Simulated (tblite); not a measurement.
Species: C6H11NSeSi.
SMILES with atom numbers: `[CH3:1][Se:2][SiH2:3]/[CH:4]=[CH:5]\[CH2:6][CH2:7][C:8]#[N:9]` (hydrogens: H10, H11, H12 on C1; H13, H14 on Si3; H15 on C4; H16 on C5; H17, H18 on C6; H19, H20 on C7)

Computed with GFN2-xTB (tblite), gas phase: L-BFGS steps from a force-field or distance-geometry start until the largest atomic force falls under 0.01 eV/Å.

Step 13: E = -713.6633 eV
```
atom  x, y, z in Å  |  force x, y, z in eV/Å
C1      4.1224    0.6223   -0.5966   -0.035  -0.043   0.005
Se2     3.2328   -0.1682    0.9609   -0.017  -0.037   0.012
Si3     1.3080   -0.9584    0.0170    0.006  -0.053   0.076
C4      0.2777    0.4049   -0.7720    0.019   0.037   0.038
C5     -1.0459    0.3729   -0.8688    0.091   0.035  -0.028
C6     -1.9205   -0.7000   -0.3079   -0.002  -0.047  -0.141
C7     -2.8118   -0.1028    0.7919    0.032   0.031   0.042
C8     -3.6947    0.8699    0.2023    0.063  -0.093   0.086
N9     -4.3659    1.6227   -0.3330   -0.135   0.116  -0.005
H10     3.9956    1.6997   -0.5590    0.027   0.034  -0.044
H11     3.6843    0.2133   -1.5011    0.024  -0.002  -0.026
H12     5.1744    0.3593   -0.5344    0.015   0.056  -0.039
H13     0.6948   -1.5576    1.1993   -0.011  -0.025   0.059
H14     1.5835   -2.0055   -0.9755    0.090   0.060   0.007
H15     0.7992    1.2734   -1.1644   -0.042  -0.108  -0.025
H16    -1.5847    1.1881   -1.3425    0.016  -0.023   0.035
H17    -2.5551   -1.1097   -1.0986   -0.003   0.001  -0.018
H18    -1.3262   -1.5084    0.1134   -0.001  -0.005  -0.047
H19    -3.3960   -0.8833    1.2829   -0.079  -0.002  -0.025
H20    -2.1772    0.3777    1.5410   -0.061   0.068   0.038
```

Step 14: E = -713.6662 eV
```
atom  x, y, z in Å  |  force x, y, z in eV/Å
C1      4.1225    0.6219   -0.5951   -0.011  -0.011  -0.031
Se2     3.2356   -0.1692    0.9607   -0.014  -0.036   0.041
Si3     1.3102   -0.9590    0.0182    0.020  -0.052   0.081
C4      0.2783    0.4033   -0.7689    0.024   0.005   0.025
C5     -1.0443    0.3712   -0.8699    0.078   0.037  -0.003
C6     -1.9217   -0.6974   -0.3097    0.012  -0.063  -0.105
C7     -2.8121   -0.1015    0.7900    0.009   0.017   0.045
C8     -3.6953    0.8706    0.2034   -0.019  -0.010   0.034
N9     -4.3720    1.6232   -0.3263   -0.092   0.076   0.018
H10     3.9941    1.7001   -0.5614    0.028   0.008  -0.035
H11     3.6828    0.2109   -1.4979    0.026  -0.002  -0.038
H12     5.1762    0.3618   -0.5380   -0.006   0.056  -0.027
H13     0.7024   -1.5580    1.2023   -0.029  -0.034   0.065
H14     1.5908   -2.0050   -0.9735    0.083   0.057   0.000
H15     0.7966    1.2693   -1.1657    0.005  -0.060  -0.034
H16    -1.5809    1.1862   -1.3432   -0.004   0.015   0.007
H17    -2.5546   -1.1059   -1.0986   -0.067  -0.015  -0.088
H18    -1.3324   -1.5091    0.1080    0.051  -0.040  -0.003
H19    -3.3984   -0.8807    1.2790   -0.086  -0.035  -0.016
H20    -2.1829    0.3780    1.5418   -0.009   0.085   0.064
```

**Question.** Estimate the geometry and energy of step 15. (The exact step hangs on the optimiser's Hessian estimate; all steps are aligned on step 14, rigid shifts and turns removed.)

**Answer.** E = -713.6695 eV, largest force 0.178 eV/Å
```
atom  x, y, z in Å  |  force x, y, z in eV/Å
C1      4.1224    0.6212   -0.5940    0.013   0.027  -0.062
Se2     3.2388   -0.1710    0.9614    0.005  -0.024   0.059
Si3     1.3134   -0.9605    0.0210    0.025  -0.040   0.078
C4      0.2799    0.4012   -0.7649    0.027  -0.041   0.012
C5     -1.0415    0.3698   -0.8712    0.031   0.015   0.025
C6     -1.9229   -0.6955   -0.3133    0.013  -0.055  -0.025
C7     -2.8125   -0.0999    0.7884   -0.024  -0.003   0.024
C8     -3.6971    0.8718    0.2050   -0.108   0.087  -0.029
N9     -4.3803    1.6246   -0.3179   -0.017   0.004   0.062
H10     3.9929    1.7005   -0.5647    0.020  -0.023  -0.022
H11     3.6813    0.2079   -1.4949    0.025  -0.003  -0.048
H12     5.1781    0.3659   -0.5428   -0.028   0.047  -0.011
H13     0.7110   -1.5591    1.2069   -0.048  -0.043   0.069
H14     1.6008   -2.0035   -0.9713    0.074   0.050  -0.007
H15     0.7940    1.2639   -1.1679    0.068   0.000  -0.041
H16    -1.5766    1.1843   -1.3442   -0.014   0.050  -0.019
H17    -2.5559   -1.1016   -1.1006   -0.110  -0.020  -0.138
H18    -1.3386   -1.5108    0.1019    0.087  -0.061   0.024
H19    -3.4029   -0.8784    1.2741   -0.068  -0.046  -0.015
H20    -2.1893    0.3798    1.5440    0.029   0.078   0.064
```

The energy changes by -0.0032 eV. The first-order estimate −F·Δx gives -0.0043 eV and the mean of the old and new forces, exact on a quadratic surface, -0.0032 eV. The step makes an angle of 64° with the force vector and moves no atom by more than 0.012 Å.

What follows is the cost of the whole relaxation. Time: 3.3 s of wall time. Hardware: one thread of an Intel Xeon at 2.50 GHz (shared host).
